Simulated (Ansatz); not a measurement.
Molecule: GeBr2, net charge 0, triplet state. This is an excited triplet: at this geometry the singlet lies 2.15 eV lower at RI-MP2/CBS(aug-cc-pVTZ,aug-cc-pVQZ)+[CCSD(T)-MP2]/aug-cc-pVTZ. 
Structure (B3LYP-D3(BJ)/def2-TZVP (Ansatz, an electronic-structure program) minimum search):
SMILES: [Br][Ge][Br]
```xyz
3

Ge     0.0056    -0.0075     0.8065
Br     1.1230    -1.6899    -0.3922
Br    -1.1281     1.6967    -0.3452
```
Charge 0, spin multiplicity 3.

Total electronic energies in hartree. Cores are frozen in the correlated levels unless marked. Open shells are spin-unrestricted. Spin-orbit coupling is left out. The frozen core is the preceding noble-gas configuration, with the filled d and f shells of earlier blocks. Non-relativistic. Basis-set limits of correlation are two-point, X^-3; Hartree-Fock from the larger set. [CCSD(T)-MP2]/basis is that difference in the basis named.

```json
[
 {"level": "BLYP-D4/def2-TZVPD", "program": "Ansatz + dftd4", "energy (Eh)": "-7225.44468"},
 {"level": "BLYP/def2-TZVPD", "program": "Ansatz", "energy (Eh)": "-7225.43662"},
 {"level": "r2SCAN-D3(BJ)/def2-TZVPD", "program": "Ansatz + dftd3", "energy (Eh)": "-7225.28667"},
 {"level": "PBE0/STO-3G", "program": "Ansatz", "energy (Eh)": "-7144.39143"},
 {"level": "r2SCANh/def2-TZVPD", "program": "Ansatz", "energy (Eh)": "-7225.27638"},
 {"level": "B2GP-PLYP/def2-TZVPD", "program": "Ansatz", "energy (Eh)": "…"},
 {"level": "RPA@PBE/cc-pVTZ", "program": "Ansatz", "energy (Eh)": "…"},
 {"level": "CCSD/6-31G*", "program": "Ansatz", "energy (Eh)": "-7219.63031"},
 {"level": "RI-MP2/CBS(aug-cc-pVTZ,aug-cc-pVQZ)+[CCSD(T)-MP2]/aug-cc-pVTZ", "program": "Ansatz", "energy (Eh)": "-7220.8852"}
]
```

What belongs in the gaps?


- B2GP-PLYP/def2-TZVPD, energy (Eh): -7223.63121
- RPA@PBE/cc-pVTZ, energy (Eh): -7220.97640
